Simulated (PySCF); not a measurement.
# Calcium: a sound run and one with changed settings

Sound run: Ca [Ar] 4s2, Ca⁺ [Ar] 4s1. All numbers are calculated (PySCF 2.14, the non-relativistic Hamiltonian (point nucleus), in def2-TZVP). In the sound run the correlated levels freeze [Ar]. The sound run starts from symmetry-adapted Hartree-Fock orbitals and uses a fine grid where one is needed.

A second run was set up differently.

```csv
species,method,sound run (hartree),changed run (hartree),converged
Ca,MP2,-676.76432,-676.96522,yes
Ca,CCSD(T),-676.77415,-676.98738,yes
Ca⁺,MP2,n/a,-676.74965,yes
Ca⁺,CCSD(T),n/a,-676.76648,yes
```

Ionisation energy of Ca:

```csv
method,sound run (eV),changed run (eV)
UHF,5.119,5.119
MP2,5.623,5.866
SCS-MP2,5.724,5.915
CCSD,5.890,5.965
CCSD(T),5.890,6.011
```

What was changed?
A. level shift left on
B. too few SCF iterations
C. all electrons correlated in a valence basis
D. minimal basis

C. A valence basis has no tight correlating functions, so it recovers only part of the core correlation, and not evenly between atom and ion.
